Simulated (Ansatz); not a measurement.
`C[CH2][In]([SH])[N](C)C` + H₂ → `C[N](C)[InH][SH]` + `CC`  (hydrogenolysis of the In–C bond)

Isolated molecules relaxed with PBE0-D4/def2-TZVP in Ansatz; ΔE leaves out vibrations. CBS: MP2 limit from def2 TZ/QZ plus the TZ coupled-cluster correction, frozen cores. This one scheme is used for every species. Functionals use def2-TZVPP. Elements past krypton have def2 core potentials. For In outer-core shells are correlated without core-valence functions, which leaves a few kJ/mol of doubt a bond. One conformer a species, not always the lowest.

```
          level  ΔE (kJ/mol)
      r2SCAN-D4        -50.7
CCSD/def2-TZVPP        -53.0
```

(1) What does CCSD(T)/CBS give? (Best estimate.)

Largest T1 diagnostic among the species: 0.015.

Answers

(1) Computed: -42.8 kJ/mol. The listed levels differ from it by -7.9, -10.2 kJ/mol.

The D4 term adds +12.3 kJ/mol with B3LYP and +7.5 kJ/mol with PBE0; it sums over pairs of atoms, weighted by their polarisabilities, and B3LYP, whose exchange is more repulsive, gets the larger term. From PBE to PBE0 (25 % exact exchange), in def2-TZVPP and without D4, ΔE moves by −5.6 kJ/mol.

B3LYP here is the variant with VWN-RPA as its local correlation; programs differ in this.
